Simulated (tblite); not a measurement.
A geometry optimisation, step by step.

Compound: C3H10OSi.
Atom-mapped SMILES: `[CH3:1][CH2:2][O:3][SiH2:4][CH3:5]` (hydrogens: H6, H7, H8 on C1; H9, H10 on C2; H11, H12 on Si4; H13, H14, H15 on C5)

Computed with GFN2-xTB (tblite), gas phase: L-BFGS steps from a force-field or distance-geometry start until the largest atomic force falls under 0.01 eV/Å. 12 of its 43 geometries are shown.

Step 0: E = -472.2833 eV, largest atomic force 1.734 eV/Å
```
atom  x, y, z in Å  |  force x, y, z in eV/Å
C1     -2.522    0.575   -0.334   -0.831   0.639  -0.142
C2     -1.432   -0.383    0.050    0.521   0.298   0.390
O3     -0.168    0.269   -0.103    0.062  -0.848   0.212
Si4     1.216   -0.556    0.249   -1.350  -0.998   0.435
C5      2.748    0.429   -0.002    0.787   1.038  -0.615
H6     -3.519    0.111   -0.225    0.520   0.161  -0.040
H7     -2.493    1.482    0.284    0.034  -0.334  -0.052
H8     -2.402    0.906   -1.368   -0.002  -0.160   0.076
H9     -1.561   -0.692    1.107    0.155   0.051  -0.365
H10    -1.483   -1.278   -0.577    0.180  -0.015   0.009
H11     1.251   -1.789   -0.583    0.002   0.203   0.106
H12     1.134   -1.005    1.674    0.022   0.108  -0.326
H13     3.639   -0.147    0.248   -0.252   0.056  -0.083
H14     2.755    1.329    0.611    0.055  -0.067  -0.060
H15     2.833    0.757   -1.051    0.098  -0.132   0.453
```

Step 4: E = -472.3803 eV, largest atomic force 0.197 eV/Å
```
atom  x, y, z in Å  |  force x, y, z in eV/Å
C1     -2.534    0.596   -0.340    0.071   0.008  -0.004
C2     -1.429   -0.368    0.053    0.019  -0.073   0.013
O3     -0.165    0.226   -0.091    0.092   0.031  -0.005
Si4     1.194   -0.593    0.266    0.146   0.017  -0.036
C5      2.744    0.451   -0.013   -0.088   0.039  -0.006
H6     -3.501    0.115   -0.226    0.010  -0.001   0.001
H7     -2.494    1.477    0.290   -0.013   0.078   0.035
H8     -2.404    0.899   -1.373   -0.012   0.038  -0.068
H9     -1.553   -0.690    1.093   -0.057   0.013   0.047
H10    -1.472   -1.269   -0.571   -0.035  -0.014  -0.039
H11     1.250   -1.786   -0.581    0.020  -0.142  -0.046
H12     1.134   -1.005    1.667    0.003  -0.096   0.172
H13     3.620   -0.142    0.240   -0.139   0.027  -0.031
H14     2.760    1.337    0.611   -0.018   0.030  -0.040
H15     2.845    0.761   -1.048    0.001   0.045   0.007
```

Step 8: E = -472.3906 eV, largest atomic force 0.102 eV/Å
```
atom  x, y, z in Å  |  force x, y, z in eV/Å
C1     -2.524    0.604   -0.342    0.016  -0.012   0.004
C2     -1.423   -0.369    0.053   -0.006   0.023  -0.011
O3     -0.151    0.212   -0.086   -0.017  -0.030   0.023
Si4     1.205   -0.611    0.273   -0.051  -0.050   0.032
C5      2.728    0.464   -0.019   -0.003  -0.022  -0.003
H6     -3.490    0.118   -0.226    0.030   0.018  -0.002
H7     -2.495    1.486    0.293    0.040  -0.014  -0.065
H8     -2.406    0.905   -1.381    0.033   0.033   0.059
H9     -1.560   -0.686    1.095   -0.009   0.012  -0.035
H10    -1.474   -1.268   -0.575   -0.020   0.020   0.016
H11     1.256   -1.809   -0.584    0.043  -0.006   0.074
H12     1.137   -1.022    1.688    0.047  -0.041  -0.071
H13     3.593   -0.138    0.234    0.058   0.001   0.021
H14     2.756    1.350    0.606   -0.074   0.028  -0.006
H15     2.846    0.773   -1.050   -0.087   0.039  -0.035
```

Step 11: E = -472.3963 eV, largest atomic force 0.130 eV/Å
```
atom  x, y, z in Å  |  force x, y, z in eV/Å
C1     -2.514    0.606   -0.343   -0.005   0.043  -0.022
C2     -1.418   -0.368    0.053   -0.095  -0.017  -0.007
O3     -0.144    0.204   -0.080   -0.017  -0.069   0.018
Si4     1.206   -0.628    0.280    0.090   0.072  -0.054
C5      2.719    0.470   -0.023   -0.079  -0.054   0.032
H6     -3.480    0.123   -0.227   -0.039  -0.012   0.001
H7     -2.487    1.491    0.283    0.053   0.055   0.074
H8     -2.400    0.916   -1.376    0.059  -0.002  -0.085
H9     -1.569   -0.682    1.094    0.034  -0.015  -0.020
H10    -1.483   -1.267   -0.577    0.036   0.032   0.038
H11     1.269   -1.829   -0.572    0.022   0.008   0.063
H12     1.149   -1.044    1.690    0.031  -0.037  -0.025
H13     3.587   -0.133    0.234    0.022   0.120  -0.046
H14     2.736    1.360    0.599   -0.052  -0.069  -0.015
H15     2.826    0.787   -1.056   -0.060  -0.056   0.049
```

Step 15: E = -472.4104 eV, largest atomic force 0.166 eV/Å
```
atom  x, y, z in Å  |  force x, y, z in eV/Å
C1     -2.494    0.630   -0.352    0.017   0.023   0.006
C2     -1.423   -0.368    0.052    0.059  -0.020   0.030
O3     -0.131    0.163   -0.061    0.000   0.059  -0.047
Si4     1.220   -0.662    0.290   -0.081  -0.079   0.049
C5      2.682    0.477   -0.029    0.042   0.068  -0.009
H6     -3.459    0.142   -0.231   -0.012   0.153  -0.062
H7     -2.451    1.517    0.276   -0.001  -0.032   0.042
H8     -2.366    0.944   -1.385    0.005  -0.066  -0.011
H9     -1.586   -0.678    1.089   -0.028  -0.044   0.072
H10    -1.496   -1.261   -0.577   -0.015  -0.073  -0.043
H11     1.311   -1.880   -0.525   -0.003  -0.033  -0.080
H12     1.190   -1.111    1.690    0.003   0.026   0.058
H13     3.578   -0.082    0.218    0.058   0.096  -0.060
H14     2.666    1.371    0.583   -0.034   0.014   0.105
H15     2.754    0.806   -1.060   -0.009  -0.092  -0.052
```

Step 19: E = -472.4235 eV, largest atomic force 0.125 eV/Å
```
atom  x, y, z in Å  |  force x, y, z in eV/Å
C1     -2.468    0.653   -0.357    0.036  -0.075   0.025
C2     -1.423   -0.375    0.056   -0.026  -0.031  -0.013
O3     -0.121    0.134   -0.053    0.018  -0.112   0.052
Si4     1.226   -0.702    0.306    0.084   0.004  -0.008
C5      2.650    0.491   -0.033   -0.028  -0.047   0.010
H6     -3.449    0.197   -0.251   -0.037   0.065  -0.018
H7     -2.415    1.533    0.281    0.048  -0.031  -0.064
H8     -2.330    0.952   -1.395    0.057   0.008   0.083
H9     -1.603   -0.686    1.095    0.015   0.004  -0.070
H10    -1.510   -1.267   -0.580   -0.021   0.031   0.050
H11     1.345   -1.928   -0.502   -0.051   0.055  -0.065
H12     1.226   -1.162    1.703   -0.049   0.070   0.035
H13     3.588   -0.009    0.188   -0.005   0.004   0.020
H14     2.594    1.378    0.591   -0.007  -0.002  -0.068
H15     2.685    0.799   -1.072   -0.035   0.056   0.030
```

Step 23: E = -472.4326 eV, largest atomic force 0.120 eV/Å
```
atom  x, y, z in Å  |  force x, y, z in eV/Å
C1     -2.444    0.659   -0.357   -0.018   0.077  -0.031
C2     -1.423   -0.389    0.059   -0.009  -0.035   0.028
O3     -0.109    0.088   -0.036   -0.040   0.024  -0.017
Si4     1.244   -0.737    0.319   -0.053  -0.003   0.015
C5      2.626    0.496   -0.035    0.038   0.031  -0.021
H6     -3.449    0.252   -0.269    0.043  -0.058   0.024
H7     -2.374    1.539    0.273    0.078   0.043   0.053
H8     -2.287    0.960   -1.387    0.080   0.018  -0.077
H9     -1.615   -0.694    1.092   -0.026  -0.061   0.100
H10    -1.526   -1.273   -0.576   -0.021  -0.101  -0.045
H11     1.357   -1.951   -0.504   -0.011   0.021  -0.029
H12     1.240   -1.181    1.722   -0.011   0.037  -0.003
H13     3.591    0.044    0.171   -0.033  -0.019   0.011
H14     2.539    1.385    0.581   -0.007   0.005  -0.016
H15     2.627    0.809   -1.075   -0.010   0.020   0.009
```

Step 27: E = -472.4388 eV, largest atomic force 0.106 eV/Å
```
atom  x, y, z in Å  |  force x, y, z in eV/Å
C1     -2.427    0.669   -0.361    0.082  -0.062   0.027
C2     -1.431   -0.406    0.066   -0.019  -0.003  -0.009
O3     -0.115    0.064   -0.029   -0.034  -0.005   0.000
Si4     1.245   -0.750    0.326   -0.018   0.050  -0.038
C5      2.614    0.500   -0.038   -0.079   0.002   0.011
H6     -3.439    0.276   -0.276    0.063   0.033  -0.016
H7     -2.333    1.546    0.276    0.026  -0.046  -0.025
H8     -2.244    0.965   -1.392    0.009  -0.023   0.061
H9     -1.626   -0.712    1.103   -0.030  -0.001  -0.076
H10    -1.541   -1.293   -0.576   -0.020   0.049   0.067
H11     1.358   -1.953   -0.515    0.006   0.014   0.028
H12     1.242   -1.177    1.733    0.005  -0.002  -0.020
H13     3.589    0.070    0.165   -0.038  -0.017  -0.013
H14     2.509    1.390    0.573    0.012   0.023   0.037
H15     2.593    0.817   -1.076    0.035  -0.012  -0.035
```

Step 31: E = -472.4426 eV, largest atomic force 0.057 eV/Å
```
atom  x, y, z in Å  |  force x, y, z in eV/Å
C1     -2.400    0.673   -0.360   -0.045   0.018  -0.006
C2     -1.436   -0.420    0.070    0.016   0.001   0.003
O3     -0.120    0.041   -0.021    0.018   0.018  -0.001
Si4     1.244   -0.760    0.328    0.019   0.004   0.007
C5      2.590    0.511   -0.043    0.023   0.025  -0.013
H6     -3.419    0.304   -0.285   -0.053   0.018  -0.008
H7     -2.290    1.547    0.275    0.023  -0.006   0.026
H8     -2.203    0.968   -1.387    0.026  -0.018  -0.014
H9     -1.645   -0.726    1.102   -0.010   0.003   0.033
H10    -1.559   -1.303   -0.568   -0.001  -0.033  -0.031
H11     1.365   -1.961   -0.513    0.014   0.001   0.025
H12     1.251   -1.184    1.738    0.011  -0.005  -0.034
H13     3.572    0.092    0.154   -0.051  -0.008   0.001
H14     2.480    1.400    0.571    0.005  -0.013  -0.004
H15     2.566    0.825   -1.082    0.006  -0.005   0.015
```

Step 34: E = -472.4434 eV, largest atomic force 0.036 eV/Å
```
atom  x, y, z in Å  |  force x, y, z in eV/Å
C1     -2.395    0.676   -0.361    0.001  -0.008   0.000
C2     -1.437   -0.423    0.071   -0.022  -0.010   0.000
O3     -0.120    0.034   -0.018   -0.019  -0.007   0.004
Si4     1.247   -0.764    0.330   -0.018  -0.003  -0.004
C5      2.582    0.515   -0.044   -0.007   0.000  -0.003
H6     -3.419    0.318   -0.290   -0.013   0.026  -0.006
H7     -2.274    1.548    0.277   -0.002  -0.011   0.004
H8     -2.188    0.968   -1.387    0.001  -0.006   0.002
H9     -1.651   -0.728    1.103    0.012   0.009   0.004
H10    -1.564   -1.307   -0.568    0.015   0.005  -0.004
H11     1.373   -1.967   -0.506    0.014  -0.007   0.000
H12     1.258   -1.192    1.736    0.010  -0.004   0.008
H13     3.565    0.103    0.150    0.017  -0.027   0.016
H14     2.466    1.402    0.570    0.006   0.020  -0.001
H15     2.553    0.826   -1.083    0.004   0.024  -0.018
```

Step 38: E = -472.4439 eV, largest atomic force 0.014 eV/Å
```
atom  x, y, z in Å  |  force x, y, z in eV/Å
C1     -2.397    0.674   -0.361   -0.002   0.003  -0.001
C2     -1.440   -0.426    0.072   -0.003   0.001   0.002
O3     -0.124    0.035   -0.018   -0.003  -0.001  -0.002
Si4     1.244   -0.761    0.328    0.000   0.003   0.000
C5      2.582    0.517   -0.045    0.003  -0.004   0.002
H6     -3.423    0.323   -0.292    0.000   0.006  -0.004
H7     -2.272    1.544    0.279   -0.005   0.004  -0.003
H8     -2.185    0.965   -1.386   -0.006   0.006  -0.001
H9     -1.651   -0.728    1.105   -0.005  -0.013   0.000
H10    -1.562   -1.309   -0.568   -0.005  -0.006   0.008
H11     1.374   -1.964   -0.506    0.008  -0.001   0.001
H12     1.259   -1.189    1.734    0.007  -0.001   0.001
H13     3.561    0.094    0.153   -0.003   0.007  -0.004
H14     2.472    1.405    0.570    0.006  -0.005  -0.009
H15     2.558    0.830   -1.085    0.007   0.002   0.012
```

Step 42: E = -472.4440 eV, largest atomic force 0.010 eV/Å
```
atom  x, y, z in Å  |  force x, y, z in eV/Å
C1     -2.397    0.675   -0.361   -0.001   0.000   0.001
C2     -1.442   -0.427    0.072   -0.001  -0.002  -0.001
O3     -0.125    0.033   -0.018    0.002  -0.006   0.003
Si4     1.244   -0.761    0.328    0.004  -0.002   0.001
C5      2.581    0.517   -0.046    0.001   0.004  -0.001
H6     -3.424    0.327   -0.293   -0.004  -0.003   0.001
H7     -2.271    1.544    0.278   -0.001   0.003  -0.001
H8     -2.185    0.966   -1.387    0.000   0.002   0.001
H9     -1.653   -0.731    1.105   -0.006   0.002  -0.001
H10    -1.563   -1.311   -0.567   -0.009   0.000  -0.001
H11     1.377   -1.966   -0.505    0.003   0.003   0.000
H12     1.262   -1.190    1.734    0.003   0.003  -0.002
H13     3.561    0.096    0.152    0.006  -0.005   0.002
H14     2.471    1.405    0.568    0.001   0.004   0.009
H15     2.558    0.831   -1.084    0.002  -0.002  -0.009
```

Question: Summarise the path.

Answer: The energy falls by 3.71 kcal/mol from step 0 to step 42; nine tenths of that is first reached at step 21. It falls at every step. The largest force goes from 1.734 to 0.010 eV/Å. Among the bonds Si4–C5 changes most, from 1.838 to 1.887 Å; the atoms move by 0.218 Å rms after alignment.

Question: Follow the three bonds and two angles with the largest change from start to end.

Answer: 
```csv
step,E above end (kcal/mol),largest force (eV/Å),Si4–C5 (Å),C2–O3 (Å),O3–Si4 (Å),O3–Si4–C5 (°),C2–O3–Si4 (°)
0,3.71,1.734,1.838,1.430,1.650,113.7,119.4
2,1.78,0.307,1.889,1.410,1.631,112.6,119.8
4,1.47,0.197,1.890,1.404,1.627,112.0,121.1
5,1.38,0.143,1.885,1.405,1.626,111.6,121.5
7,1.27,0.114,1.884,1.406,1.627,110.9,121.7
9,1.19,0.096,1.889,1.405,1.627,110.1,121.5
11,1.10,0.130,1.893,1.403,1.626,109.4,121.6
13,0.94,0.183,1.888,1.401,1.624,108.5,122.7
15,0.78,0.166,1.880,1.401,1.622,107.6,123.9
16,0.70,0.192,1.880,1.401,1.623,107.0,124.2
18,0.54,0.136,1.885,1.402,1.625,105.6,124.4
20,0.42,0.114,1.890,1.402,1.626,104.7,124.7
22,0.32,0.131,1.887,1.401,1.625,104.1,125.7
24,0.22,0.097,1.885,1.401,1.624,103.5,126.9
26,0.16,0.104,1.888,1.402,1.625,103.4,127.1
27,0.12,0.106,1.890,1.401,1.624,103.4,127.1
29,0.07,0.090,1.891,1.399,1.622,103.4,127.3
31,0.03,0.057,1.888,1.397,1.620,103.0,128.0
33,0.02,0.034,1.886,1.397,1.620,102.7,128.3
35,0.01,0.028,1.887,1.398,1.620,102.8,128.3
37,0.00,0.016,1.888,1.398,1.620,102.9,128.2
38,0.00,0.014,1.887,1.398,1.620,102.9,128.3
40,0.00,0.015,1.887,1.398,1.620,102.9,128.4
42,0.00,0.010,1.887,1.398,1.620,103.0,128.4
```

The cost below is that of the whole relaxation. Time: 0.2 s. Hardware: Arm Neoverse V1, one thread, no GPU, shared host.
